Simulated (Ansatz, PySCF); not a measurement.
C4H10N2, SMILES C/N=C\CCN. Atoms are numbered in the order given.

```xyz
16

C      2.2723     0.2114     0.4915
N      1.8022    -0.7763    -0.4514
C      0.6355    -0.7236    -0.9513
C     -0.4746     0.2689    -0.6865
C     -1.3637    -0.1480     0.5090
N     -2.4952     0.7192     0.7886
H      2.5238    -0.2966     1.4382
H      1.5790     1.0417     0.7243
H      3.2162     0.6428     0.1174
H      0.3734    -1.5410    -1.6468
H     -0.0733     1.2782    -0.4971
H     -1.1074     0.3394    -1.5876
H     -1.7400    -1.1713     0.3384
H     -0.7340    -0.2088     1.4131
H     -2.1785     1.6737     0.9635
H     -3.1151     0.7699    -0.0206
```
Charge 0, spin multiplicity 1.

Geometry optimised at B3LYP-D3(BJ)/def2-SVP. The structure was generated by enumeration; whether it is a known compound was not checked. The values are those of a single conformer.

Two levels are set side by side: PBE-D3(BJ)/def2-SVP (Ansatz, a program for electronic structure) and B3LYP-D3(BJ)/def2-SVP (Ansatz). Each level has its own optimised geometry; the coordinates shown are those of the second. Frequencies come from the Hessian of PySCF at each geometry. Differences are taken from unrounded values.

```csv
quantity,B3LYP-D3(BJ)
mean bond length (Å),1.207
bond C1–N2 (Å),1.444
bond N2–C3 (Å),1.270
bond C3–C4 (Å),1.512
bond C4–C5 (Å),1.547
bond C5–N6 (Å),1.453
bond C1–H7 (Å),1.103
bond C1–H8 (Å),1.106
bond C1–H9 (Å),1.103
bond C3–H10 (Å),1.105
bond C4–H11 (Å),1.103
bond C4–H12 (Å),1.103
bond C5–H13 (Å),1.104
bond C5–H14 (Å),1.103
bond N6–H15 (Å),1.021
bond N6–H16 (Å),1.021
highest harmonic wavenumber (cm⁻¹),3559
mean harmonic wavenumber (cm⁻¹),1489
zero-point energy (kcal/mol),89.43
```

What does PBE-D3(BJ) give, and how far is it from B3LYP-D3(BJ)? (An estimate is asked for; the answer gives what the named calculation found.)


```tsv
quantity	PBE-D3(BJ)	PBE-D3(BJ) minus B3LYP-D3(BJ)
mean bond length (Å)	1.213	0.007
bond C1–N2 (Å)	1.444	0.000
bond N2–C3 (Å)	1.281	0.011
bond C3–C4 (Å)	1.512	0.000
bond C4–C5 (Å)	1.553	0.006
bond C5–N6 (Å)	1.455	0.002
bond C1–H7 (Å)	1.111	0.008
bond C1–H8 (Å)	1.116	0.010
bond C1–H9 (Å)	1.111	0.008
bond C3–H10 (Å)	1.114	0.009
bond C4–H11 (Å)	1.111	0.008
bond C4–H12 (Å)	1.111	0.008
bond C5–H13 (Å)	1.112	0.008
bond C5–H14 (Å)	1.112	0.008
bond N6–H15 (Å)	1.029	0.008
bond N6–H16 (Å)	1.029	0.008
highest harmonic wavenumber (cm⁻¹)	3478	-80
mean harmonic wavenumber (cm⁻¹)	1448	-41
zero-point energy (kcal/mol)	86.97	-2.47
```

GGA bonds tend to be longer and softer than those of functionals with exact exchange. Differences between two approximate levels are no errors against the true value.
